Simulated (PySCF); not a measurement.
**From computed data to an observable: chemical shift, span and skew from a shielding tensor**

C3, SMILES [C]=C=[C] (connectivity only; charge and spin as stated), neutral, multiplicity 1. Atoms are numbered in the order given.

```xyz
3

C      0.0000     0.0000    -1.3013
C      0.0000     0.0000     0.0000
C      0.0000     0.0000     1.3013
```

Geometry: PBE-D3(BJ)/def2-TZVP. The isomer is the one that the SMILES or the coordinates give; other isomers of the formula were not compared.

GIAO shieldings from KT2/pcSseg-2 (PySCF), non-relativistic, no solvent. The symmetric part of the tensor of C2 has the principal values -82.5, -82.5, 285.0 ppm. The same nucleus in TMS has σ = 184.2 ppm at this level (PySCF, at its B3LYP-D3(BJ)/def2-TZVP geometry).

Work out the isotropic shielding, the ¹³C shift against TMS, the span and the skew.


σ(iso) = (σ11 + σ22 + σ33)/3 = 40.0 ppm. δ = σ(ref) − σ(iso) = 184.2 − (40.0) = 144.2 ppm.
Span Ω = σ33 − σ11 = 367.5 ppm. Skew κ = 3(σ(iso) − σ22)/Ω = 1.00, an axial tensor. Tumbling in solution averages the tensor to δ; in a static solid the shielding alone would spread this spin-1/2 line over Ω.
